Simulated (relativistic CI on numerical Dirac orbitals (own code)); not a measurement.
What each ingredient does to the levels of Hg⁵⁵⁺

Base calculation: Dirac-Coulomb-Breit CI, orbitals from a KLI potential per configuration, model QED (radiative potential, 1s self-energy scaled to tabulated hydrogen-like ionisation energies), unscaled Slater integrals.

Configurations in the expansion (outside the closed core [Ne]): 3s2 3p6 3d7, 3s2 3p5 3d8, 3s2 3p4 3d9, 3s 3p6 3d8, 3p6 3d9, 3s 3p5 3d9, 3s2 3p6 3d6 4s, 3s2 3p6 3d6 4p, 3s2 3p4 3d8 4s, 3s2 3p6 3d6 4d, 3s2 3p4 3d8 4p, 3s2 3p5 3d7 4s, 3s2 3p6 3d6 4f, 3s2 3p5 3d7 4p, 3s2 3p6 3d5 4s2, 3s 3p6 3d7 4s. Levels of other configurations are missing.

The lowest level and the first level of each name with at least 55 % of one term (blank where a level has no safe partner in the second run):

```
               Level  Base (eV)  Shift (eV)
  3s2 3p6 3d7 4F_9/2       0.00        0.00
  3s2 3p6 3d7 4F_7/2      96.64       -0.08
  3s2 3p6 3d7 4P_5/2     110.50       +0.36
 3s2 3p6 3d7 2H_11/2     113.34       -0.46
  3s2 3p6 3d7 2F_7/2     121.54       +0.40
  3s2 3p6 3d7 2F_5/2     126.26       +0.69
  3s2 3p6 3d7 2D_3/2     146.89       +1.80
  3s2 3p6 3d7 4F_5/2     201.11       +0.24
  3s2 3p6 3d7 2H_9/2     210.95       -0.27
3s2 3p5 3d8 4G°_11/2     477.07       -0.43
 3s2 3p5 3d8 2D°_5/2     490.31       +0.35
 3s2 3p5 3d8 4F°_9/2     498.76       +0.24
 3s2 3p5 3d8 2P°_3/2     527.99       +1.07
 3s2 3p5 3d8 4G°_9/2     583.13       -0.25
3s2 3p5 3d8 2H°_11/2     606.90       -0.24
 3s2 3p5 3d8 2G°_9/2     627.78       +0.25
 3s2 3p5 3d8 2F°_5/2     642.01       +1.71
 3s2 3p5 3d8 4D°_1/2     713.86       +1.26
  3s2 3p4 3d9 4F_9/2     997.57       -0.23
  3s2 3p4 3d9 2P_1/2    1007.55       +0.95
  3s2 3p4 3d9 2D_5/2    1029.44       +0.11
```

At this charge energies of transitions that change n are usually good to better than 1 %, and those within a shell (Δn = 0) to a few per cent.

Question: One thing was changed in a second run, which moved the levels as shown. Which?
A. QED terms removed
B. valence Slater integrals scaled by 0.9
C. configuration mixing switched off
D. Breit term removed

Answer: C. Configuration mixing switched off. Without mixing, levels that were pushed by configurations of the same parity and J return to their single-configuration places.

LS names give the leading component of a level, which can be under half, so a name can repeat, a term be missing and a line seem to break the LS rules.
